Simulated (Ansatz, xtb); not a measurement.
## AlOPSb: where a starting geometry ends

The starting geometry of this gas-phase doublet was built from a drawn formula by distance geometry and a force field; its bonds are those of `[O]1[P]2[Al][Sb]12`.

```yaml
atoms:
  - { symbol: Al, position_ang: [-3.8107, 0.2808, 3.7974] }
  - { symbol: O, position_ang: [-4.0088, -2.2432, 2.2953] }
  - { symbol: P, position_ang: [-5.2266, -1.6012, 3.3769] }
  - { symbol: Sb, position_ang: [-2.8893, -2.2188, 3.9154] }
```

Problem. Predict what becomes of its bonds when it is optimised with r2SCAN-D4/def2-SVP.

Solution. A new bond forms, giving a structure given below by its coordinates. Distances that change by over a tenth: O2–Sb4 (1.97 → 2.19 Å). Contacts that close: Al1–O2 (2.94 → 1.95 Å).

The energy falls by 0.59 eV over 7 steps:

```json
{"step": "1", "E − E(last) (eV)": "0.591"}
{"step": "2", "E − E(last) (eV)": "0.330"}
{"step": "3", "E − E(last) (eV)": "0.218"}
{"step": "4", "E − E(last) (eV)": "0.052"}
{"step": "5", "E − E(last) (eV)": "0.008"}
{"step": "6", "E − E(last) (eV)": "0.001"}
{"step": "7", "E − E(last) (eV)": "0.000"}
```

Final geometry (Å):

| atom | x (Å) | y (Å) | z (Å) |
| --- | --- | --- | --- |
| Al | -3.8038 | -0.0142 | 3.4277 |
| O | -3.9480 | -1.6339 | 2.3427 |
| P | -5.3201 | -1.7726 | 3.5159 |
| Sb | -2.8635 | -2.3618 | 4.0986 |

From the same start GFN2-xTB ends elsewhere, differing in Al1–P3 (3.33 against 2.32 Å here), Al1–Sb4 (4.33 against 2.62 Å here), O2–Sb4 (3.11 against 2.19 Å here).

No frequencies were run, so the end isn't proven a minimum. Open shells are spin-unrestricted. Atoms past krypton carry core potentials, without spin–orbit terms. Run with Ansatz 0.2.0, 57 s on 1 thread of Intel(R) Xeon(R) 6975P-C (Granite Rapids), on a shared host.
